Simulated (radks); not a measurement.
Question: All-electron atom: Au5+ in [Xe] 4f14 5d6. Method: scalar-relativistic Kohn-Sham, r2SCAN, spin-polarised, spherical densities, finite nucleus; open shells are filled with parallel spins first (spin-orbit coupling, left out, can overturn this in heavy ions); meta-GGA in the generalised Kohn-Sham scheme; Fermi nuclear charge, rms radius 5.4371 fm; computed with a radial shooting solver on a logarithmic mesh with Libxc functionals. Some entries of the table are withheld. Estimate them.

| orbital | occ. | eigenvalue (eV) | <1/r> (bohr^-1) | <r^2> (bohr^2) |
|---|---|---|---|---|
| 1s down | 1 | -80914.45 | 95.71 | 0.0003934 |
| 1s up | 1 | -80914.44 | 95.71 | 0.0003934 |
| 2s up | 1 | -14363.98 | 22.46 | 0.005995 |
| 2s down | 1 | -14363.41 | 22.46 | 0.005994 |
| 2p up | 3 | -12426.92 | 19.97 | 0.005048 |
| 2p down | 3 | -12426.47 | 19.97 | 0.005048 |
| 3s up | 1 | -3455.278 | 8.338 | 0.03859 |
| 3s down | 1 | -3455.198 | 8.338 | 0.03859 |
| 3p up | 3 | -2890.936 | 7.601 | 0.03970 |
| 3p down | 3 | -2890.810 | 7.601 | 0.03969 |
| 3d up | 5 | -2286.459 | 7.144 | 0.03294 |
| 3d down | 5 | -2286.112 | 7.144 | 0.03294 |
| 4s up | 1 | -811.8249 | 3.565 | 0.1868 |
| 4s down | 1 | -811.3671 | 3.563 | 0.1869 |
| 4p up | 3 | -625.9140 | 3.222 | 0.2131 |
| 4p down | 3 | -625.5208 | 3.221 | 0.2132 |
| 4d up | 5 | -401.4625 | 2.887 | 0.2425 |
| 4d down | 5 | -400.9870 | 2.886 | 0.2423 |
| 5s up | 1 | -181.1641 | 1.461 | 0.9546 |
| 5s down | 1 | -178.0585 | 1.475 | 0.9412 |
| 4f up | 7 | -152.7450 | 2.463 | 0.3004 |
| 4f down | 7 | -152.0513 | 2.469 | 0.2972 |
| 5p up | 3 | -131.1723 | 1.259 | (1) |
| 5p down | 3 | -127.3068 | 1.272 | (2) |
| 5d up | 5 | -72.3104 | 0.9713 | 2.008 |
| 5d down | 1 | -67.8431 | 0.9734 | 2.031 |
| 6s up | 0 | -56.7565 | 0.6424 | 4.599 |
| 6s down | 0 | -53.6976 | 0.6163 | 4.882 |
| 6p up | 0 | -43.5782 | 0.5400 | (3) |
| 6p down | 0 | -41.7225 | 0.5147 | (4) |

Answer: 
(1) 5p up <r^2> (bohr^2): 1.238
(2) 5p down <r^2> (bohr^2): 1.220
(3) 6p up <r^2> (bohr^2): 6.387
(4) 6p down <r^2> (bohr^2): 6.794
